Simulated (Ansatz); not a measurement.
C3H6FNSi can be A, `C=N/C(F)=C/[SiH3]`, or B, `FC1=NCC[SiH2]1`.

Program: Ansatz. Geometries: PBE0-D4/def2-TZVP. ΔE: electronic, gas phase. CCSD(T)/CBS is the MP2 limit (def2-TZVPP, def2-QZVPP) plus CCSD(T) − MP2 in def2-TZVPP, frozen cores. Functionals use def2-TZVPP. B3LYP here is the variant with VWN-RPA as its local correlation; programs differ in this. Each species was taken in one conformer, which may not be the lowest.

Which is lower in electronic energy at CCSD(T)/CBS, and by how much? (Estimate.)

The calculation gave: B, by 93.2 kJ/mol.

Give E(B) − E(A) in kJ/mol with PBE-D4, ωB97M-V, CCSD/def2-TZVPP, MP2/def2-TZVPP, B3LYP-D4, CCSD(T)/def2-TZVPP, HF/def2-TZVPP. (Best estimate.)

Ansatz gave: PBE-D4 -93.8, ωB97M-V -98.4, CCSD/def2-TZVPP -90.6, MP2/def2-TZVPP -99.5, B3LYP-D4 -78.3, CCSD(T)/def2-TZVPP -89.4, HF/def2-TZVPP -70.4. None reverses the order clearly.

Largest T1 diagnostic: 0.014.

From PBE to PBE0 (25 % exact exchange), in def2-TZVPP and without D4, E(B) − E(A) moves by −10.6 kJ/mol. In def2-TZVPP, CCSD(T) changes the Hartree–Fock value by −19.0 kJ/mol (the triples alone add +1.2 kJ/mol) and MP2 by −29.0 kJ/mol.
